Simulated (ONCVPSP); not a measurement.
## Before and after: ONCV potential for Pd (Z = 46)

ONCVPSP 4.0.1 input, shortened (lines: element, Z, core and valence counts, functional; n l f; lmax; l rc ep ncon nbas qcut; lloc lpopt rc5 dvloc0; l nproj debl; icmod fcfact rcfact), LDA (Perdew-Wang 92), scalar-relativistic:

```
  Pd 46.00    6    3  -001012      upf
    1    0    2.00
    2    0    2.00
    2    1    6.00
    3    0    2.00
    3    1    6.00
    3    2   10.00
    4    0    2.00
    4    1    6.00
    4    2   10.00
    2
    0    0.95    0.00    4    9    7.60
    1    1.35    0.00    4    8    9.70
    2    1.35    0.00    4    7    8.50
    4    4    0.80    6.00
    0    2    3.90
    1    2    3.30
    2    2    2.30
    0    0.00    0.00
```

All-electron outer shells of the reference configuration (LDA (PZ), scalar-relativistic, ld1.x):

```json
{"shell": "4s", "level (eV)": "-85.44", "outermost node (bohr)": "0.45", "outermost maximum (bohr)": "0.85"}
{"shell": "4p", "level (eV)": "-51.36", "outermost node (bohr)": "0.46", "outermost maximum (bohr)": "0.91"}
{"shell": "4d", "level (eV)": "-4.31", "outermost node (bohr)": "0.45", "outermost maximum (bohr)": "1.10"}
```

Change: s: qcut 7.9.

Cutoffs: the cutoffs (Ha) at which the residual kinetic energy of the hardest occupied pseudo-wave falls to 1 and 0.1 mHa per electron; they do not see the model core or the augmentation charge, which bear on the density cutoff. Errors are all-electron minus pseudo energies relative to the spin-unpolarised reference configuration.

Problem. How do hardness, ghosts and transferability respond?

Solution. The potential gets softer (131 Ha and 251 Ha → 85 Ha and 241 Ha); the errors of the 3 common tests hardly move; neither file shows a bound ghost.

| quantity | base | changed |
| --- | --- | --- |
| cutoff, loose | 131 Ha | 85 Ha |
| cutoff, tight | 251 Ha | 241 Ha |
| loose cutoff by channel | s 131 Ha, p 33 Ha, d 30 Ha | s 85 Ha, p 33 Ha, d 30 Ha |
| bound ghosts | none | none |
| GHOST(+) flags under 300 eV | none | none |
| tests with a reliable result | 3 of 4 | 3 of 4 |
| error for 4s2 4p6 4d9, meV [ΔE 9.39 eV] | 0.0 | 0.0 |
| error for 4s2 4p6 4d8, meV [ΔE 30.47 eV] | -1.3 | -1.3 |
| error for 4s2 4p5 4d10, meV [ΔE 57.34 eV] | -48 | -48 |
| s: phases at 0.97 bohr within 0.05 rad from the reference energy up to (Ha; the scan ends near 5) | to the end of the scan | to the end of the scan |
| p: phases at 1.37 bohr within 0.05 rad from the reference energy up to (Ha; the scan ends near 5) | to the end of the scan | to the end of the scan |
| d: phases at 1.37 bohr within 0.05 rad from the reference energy up to (Ha; the scan ends near 5) | to the end of the scan | to the end of the scan |
